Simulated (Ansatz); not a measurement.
(BeO)4 ring (Be₄O₄). Total charge 0; singlet. Geometry PBE-D4/def2-SVP, basis def2-TZVP, Ansatz.

```csv
run,HOMO (eV),LUMO (eV)
A,-7.21,-1.79
B,-8.72,-0.89
C,-6.93,-1.93
D,-9.96,-0.63
E,-8.47,-1.19
F,-10.88,-0.09
```

**Question.** The runs used B97M-V, BHLYP, PBE, PBE0, r2SCAN0, ωB97M-V. Estimate which is which.

**Answer.** A B97M-V (0 % exact exchange); B r2SCAN0 (25 % exact exchange); C PBE (0 % exact exchange); D BHLYP (50 % exact exchange); E PBE0 (25 % exact exchange); F ωB97M-V (range-separated). Exact exchange lowers occupied and raises empty levels; among semilocal functionals meta-GGAs tend to open the gap a little, and such runs are hard to tell apart. The gap grows from 5.00 eV (PBE) to 10.79 eV (ωB97M-V).
